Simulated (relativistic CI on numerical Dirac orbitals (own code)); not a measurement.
**Level scheme of Tb⁶²⁺**

These numbers are calculated, not measured: Dirac-Coulomb-Breit CI, orbitals from a KLI potential per configuration, model QED (radiative potential, 1s self-energy scaled to tabulated hydrogen-like ionisation energies), unscaled Slater integrals (own radial code, finite nucleus).

Configurations in the expansion (outside the closed core 1s2): 2s, 2p, 3s, 3p, 3d, 4s, 4p, 4d, 4f, 5s, 5p, 5d, 5f, 5g. Levels of other configurations are missing.

The lowest level is 2s ²S1/2, with 100 % of that term; Hund's rules for 2s give ²S with J = 1/2, in agreement.

```tsv
No.	Configuration	Term	J	E (10³ cm⁻¹)	%	Lifetime (s)	jj configuration (%)
1	2s	²S	1/2	0	100		2s (100)
2	2p	²P°	1/2	1270	100	1.30e-10	2p1/2 (100)
3	2p	²P°	3/2	8048	100	4.57e-13	2p3/2 (100)
4	3s	²S	1/2	66991	100	6.10e-15	3s (100)
5	3p	²P°	1/2	67338	100	2.41e-15	3p1/2 (100)
6	3p	²P°	3/2	69355	100	3.11e-15	3p3/2 (100)
7	3d	²D	3/2	69450	100	9.04e-16	3d3/2 (100)
8	3d	²D	5/2	70040	100	9.81e-16	3d5/2 (100)
9	4s	²S	1/2	90011	100	9.05e-15	4s (100)
10	4p	²P°	1/2	90152	100	4.15e-15	4p1/2 (100)
11	4p	²P°	3/2	90999	100	5.12e-15	4p3/2 (100)
12	4d	²D	3/2	91039	100	2.08e-15	4d3/2 (100)
13	4d	²D	5/2	91289	100	2.27e-15	4d5/2 (100)
14	4f	²F°	5/2	91291	100	4.41e-15	4f5/2 (100)
15	4f	²F°	7/2	91413	100	4.53e-15	4f7/2 (100)
16	5s	²S	1/2	100515	100	1.43e-14	5s (100)
17	5p	²P°	1/2	100585	100	7.07e-15	5p1/2 (100)
18	5p	²P°	3/2	101017	100	8.55e-15	5p3/2 (100)
19	5d	²D	3/2	101037	100	3.97e-15	5d3/2 (100)
20	5d	²D	5/2	101165	100	4.36e-15	5d5/2 (100)
21	5f	²F°	5/2	101166	100	8.46e-15	5f5/2 (100)
22	5g	²G	7/2	101229	100	1.46e-14	5g7/2 (100)
23	5f	²F°	7/2	101229	100	8.70e-15	5f7/2 (100)
24	5g	²G	9/2	101266	100	1.48e-14	5g9/2 (100)
```

Energies count from the lowest computed level; ° marks odd parity; lifetimes are radiative, by E1, M1, E2, M2 decay to levels of this space only. Filled j subshells are mostly left out of the jj labels.

The mean weight of the leading LS term, summed over parents, in these 24 levels is 100 %, and that of the leading jj configuration (from the same eigenvectors) 100 %.

At this charge energies of transitions that change n are usually good to better than 1 %, and those within a shell (Δn = 0) to a few per cent.
